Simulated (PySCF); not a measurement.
PySCF input file for SiHCl3, SMILES Cl[SiH](Cl)Cl, TDDFT-PBE/def2-SVPD. The structure is a stationary point at PBE-D3(BJ)/def2-SVP. The isomer is the one that the SMILES or the coordinates give; other isomers of the formula were not compared.

```python
import numpy as np
from pyscf import gto, scf, dft, tdscf

mol = gto.M(
    atom='''
    Si    0.00000000    0.00000000    0.51144262
    Cl   -1.68079311   -0.97040635   -0.17960576
    Cl    0.00000000    1.94081271   -0.17960576
    Cl    1.68079311   -0.97040636   -0.17960576
    H    -0.00000000   -0.00000000    1.99969720
    ''',
    basis='def2-SVPD',
    charge=0,
    spin=0,
    symmetry=True,
    max_memory=1600,
    verbose=4,
)
mf = dft.RKS(mol, xc='pbe').density_fit(auxbasis='def2-universal-jkfit')
mf.grids.level = 3
mf.conv_tol = 1e-9
mf.max_cycle = 100
mf.kernel()
mf.grids = dft.Grids(mol).set(level=1).build(with_non0tab=True)  # coarser grid for the response kernel
td = tdscf.TDDFT(mf)
td.singlet = True
td.nstates = 10
td.conv_tol = 1e-4
td.positive_eig_threshold = 1e-6
td.kernel(x0=td.get_init_guess(mf, 15))
td.analyze()
tt = tdscf.TDA(mf)
tt.singlet = False
tt.nstates = 4
tt.conv_tol = 1e-4
tt.positive_eig_threshold = 1e-6
tt.kernel(x0=tt.get_init_guess(mf, 9))
tt.analyze(verbose=3)
```

It prints:

```
PySCF version 2.14.0

[INPUT] verbose = 4
[INPUT] num. atoms = 5
[INPUT] num. electrons = 66
[INPUT] charge = 0
[INPUT] spin (= nelec alpha-beta = 2S) = 0
[INPUT] symmetry True subgroup None
[INPUT] Mole.unit = angstrom
[INPUT] Symbol           X                Y                Z      unit          X                Y                Z       unit  Magmom
[INPUT]  1 Si     0.000000000000   0.000000000000   0.511442620000 AA    0.000000000000   0.000000000000   0.966486480230 Bohr   0.0
[INPUT]  2 Cl    -1.680793110000  -0.970406350000  -0.179605760000 AA   -3.176238649956  -1.833802231039  -0.339405696794 Bohr   0.0
[INPUT]  3 Cl     0.000000000000   1.940812710000  -0.179605760000 AA    0.000000000000   3.667604480975  -0.339405696794 Bohr   0.0
[INPUT]  4 Cl     1.680793110000  -0.970406360000  -0.179605760000 AA    3.176238649956  -1.833802249936  -0.339405696794 Bohr   0.0
[INPUT]  5 H      0.000000000000   0.000000000000   1.999697200000 AA    0.000000000000   0.000000000000   3.778880040060 Bohr   0.0

nuclear repulsion = 334.106895449398
point group symmetry = C3v, use subgroup Cs
symmetry origin: [0.00000000e+00 5.38289951e-17 3.43586565e-09]
symmetry axis x: [ 2.01269650e-09  1.00000000e+00 -1.00095739e-17]
symmetry axis y: [-9.30073903e-19  1.00095739e-17  1.00000000e+00]
symmetry axis z: [ 1.00000000e+00 -2.01269650e-09  9.30073923e-19]
num. orbitals of irrep A' = 69
num. orbitals of irrep A" = 44
number of shells = 47
number of NR pGTOs = 187
number of NR cGTOs = 113
basis = def2-SVPD
ecp = {}


[settings echo left out]
init E= -1669.87541652515
HOMO (A') = -0.3344871574749  LUMO (A') = -0.0650486183825119  gap/eV = 7.33180
cycle= 1 E= -1669.58717740639  delta_E= 0.288  |g|= 0.346  |ddm|= 2.89
HOMO (A") = -0.271320886592046  LUMO (A') = -0.0709786308109446  gap/eV = 5.45159
cycle= 2 E= -1669.52184271183  delta_E= 0.0653  |g|= 0.59  |ddm|= 1.34
HOMO (A") = -0.292453535380466  LUMO (A') = -0.0566485544153252  gap/eV = 6.41658
cycle= 3 E= -1669.62074054747  delta_E= -0.0989  |g|= 0.069  |ddm|= 0.864
HOMO (A") = -0.298876095211645  LUMO (A') = -0.0636569627138912  gap/eV = 6.40064
cycle= 4 E= -1669.62216651969  delta_E= -0.00143  |g|= 0.0167  |ddm|= 0.103
HOMO (A") = -0.297243728371759  LUMO (A') = -0.0617745883126779  gap/eV = 6.40744
cycle= 5 E= -1669.62224414924  delta_E= -7.76e-05  |g|= 0.00316  |ddm|= 0.0306
HOMO (A") = -0.297621363874701  LUMO (A') = -0.0620728060150784  gap/eV = 6.40960
cycle= 6 E= -1669.62224803522  delta_E= -3.89e-06  |g|= 0.000562  |ddm|= 0.00895
HOMO (A") = -0.297613148109804  LUMO (A') = -0.062055117857049  gap/eV = 6.40986
cycle= 7 E= -1669.62224812995  delta_E= -9.47e-08  |g|= 0.000149  |ddm|= 0.000962
HOMO (A") = -0.297606447673705  LUMO (A') = -0.062049405595042  gap/eV = 6.40983
cycle= 8 E= -1669.62224813723  delta_E= -7.29e-09  |g|= 6.07e-06  |ddm|= 0.000247
HOMO (A") = -0.297607047645697  LUMO (A') = -0.062049513582747  gap/eV = 6.40985
cycle= 9 E= -1669.62224813725  delta_E= -1.68e-11  |g|= 9.33e-07  |ddm|= 1.41e-05
HOMO (A") = -0.297607189260327  LUMO (A') = -0.0620496524072545  gap/eV = 6.40985
Extra cycle  E= -1669.62224813726  delta_E= -9.55e-12  |g|= 7.28e-07  |ddm|= 4.02e-06
converged SCF energy = -1669.62224813726
tot grids = 27832
Overwritten attributes  positive_eig_threshold  of <class 'pyscf.tdscf.rks.CasidaTDDFT'>


******** <class 'pyscf.tdscf.rks.CasidaTDDFT'> for <class 'pyscf.df.df_jk.DFSymAdaptedRKS'> ********
nstates = 10 singlet
deg_eia_thresh = 1.000e-03
wfnsym = None
conv_tol = 0.0001
eigh lindep = 1e-12
eigh level_shift = 0
eigh max_cycle = 100


Excitation energies (eV)
[6.54962652 6.88185943 6.95233694 6.95234714 7.2967188  7.29672163
 7.42429201 7.42431697 7.53072831 7.57448761]

** Singlet excitation energies and oscillator strengths **
Excited State   1:   A"      6.54963 eV    189.30 nm  f=0.0000
      33 -> 34       -0.70457
Excited State   2:   A'      6.88186 eV    180.16 nm  f=0.0223
      32 -> 34       -0.69777
Excited State   3:   A'      6.95234 eV    178.33 nm  f=0.0111
      31 -> 34       -0.65343
      33 -> 36       -0.25328
Excited State   4:   A"      6.95235 eV    178.33 nm  f=0.0111
      30 -> 34       -0.65344
      33 -> 35        0.25326
Excited State   5:   A'      7.29672 eV    169.92 nm  f=0.0129
      28 -> 34        0.39242
      31 -> 34       -0.17623
      33 -> 36        0.53571
Excited State   6:   A"      7.29672 eV    169.92 nm  f=0.0129
      29 -> 34       -0.39256
      30 -> 34        0.17616
      33 -> 35        0.53565
Excited State   7:   A"      7.42429 eV    167.00 nm  f=0.0079
      29 -> 34       -0.49010
      32 -> 36       -0.43367
      33 -> 35       -0.24975
Excited State   8:   A'      7.42432 eV    167.00 nm  f=0.0079
      28 -> 34        0.49024
      32 -> 35        0.43357
      33 -> 36       -0.24968
Excited State   9:   A"      7.53073 eV    164.64 nm  f=0.0000
      30 -> 35       -0.49800
      31 -> 36        0.49841
Excited State  10:   A'      7.57449 eV    163.69 nm  f=0.0069
      30 -> 36       -0.48763
      31 -> 35        0.48759

** Transition electric dipole moments (AU) **
state          X           Y           Z        Dip. S.      Osc.
  1        -0.0000      0.0000     -0.0000      0.0000      0.0000
  2         0.0000      0.0000     -0.3640      0.1325      0.0223
  3        -0.0000     -0.2550     -0.0001      0.0650      0.0111
  4        -0.2551      0.0000     -0.0000      0.0651      0.0111
  5         0.0000     -0.2689     -0.0000      0.0723      0.0129
  6         0.2688     -0.0000      0.0000      0.0722      0.0129
  7        -0.2090      0.0000      0.0000      0.0437      0.0079
  8         0.0000      0.2090      0.0000      0.0437      0.0079
  9        -0.0001      0.0000     -0.0000      0.0000      0.0000
 10         0.0000      0.1931     -0.0001      0.0373      0.0069

** Transition velocity dipole moments (imaginary part, AU) **
state          X           Y           Z        Dip. S.      Osc.
  1        -0.0000      0.0000     -0.0000      0.0000      0.0000
  2         0.0000      0.0000     -0.0917      0.0084      0.0221
  3         0.0000     -0.0663     -0.0000      0.0044      0.0115
  4        -0.0664     -0.0000     -0.0000      0.0044      0.0115
  5        -0.0000     -0.0705     -0.0000      0.0050      0.0124
  6         0.0705     -0.0000      0.0000      0.0050      0.0124
  7        -0.0559      0.0000     -0.0000      0.0031      0.0076
  8        -0.0000      0.0559      0.0000      0.0031      0.0076
  9        -0.0000      0.0000     -0.0000      0.0000      0.0000
 10        -0.0000      0.0559     -0.0000      0.0031      0.0075

** Transition magnetic dipole moments (imaginary part, AU) **
state          X           Y           Z
  1         0.0000      0.0000      0.4021
  2        -0.0001     -0.0000     -0.0000
  3         0.0294      0.0000      0.0000
  4        -0.0000     -0.0294      0.0001
  5        -0.2282     -0.0000      0.0000
  6         0.0000     -0.2282      0.0001
  7        -0.0000     -0.6749     -0.0000
  8        -0.6746     -0.0000     -0.0000
  9         0.0000      0.0001     -0.0730
 10         0.1901     -0.0000     -0.0000
Overwritten attributes  positive_eig_threshold  of <class 'pyscf.tdscf.rks.TDA'>


******** <class 'pyscf.tdscf.rks.TDA'> for <class 'pyscf.df.df_jk.DFSymAdaptedRKS'> ********
nstates = 4 triplet
deg_eia_thresh = 1.000e-03
wfnsym = None
conv_tol = 0.0001
eigh lindep = 1e-12
eigh level_shift = 0
eigh max_cycle = 100


Excitation energies (eV)
[6.24621308 6.46393788 6.55592427 6.55601141]

** Triplet excitation energies and oscillator strengths **
Excited State   1:   A"      6.24621 eV    198.49 nm  f=0.0000
Excited State   2:   A'      6.46394 eV    191.81 nm  f=0.0000
Excited State   3:   A"      6.55592 eV    189.12 nm  f=0.0000
Excited State   4:   A'      6.55601 eV    189.12 nm  f=0.0000
```

Self-consistency was reached.
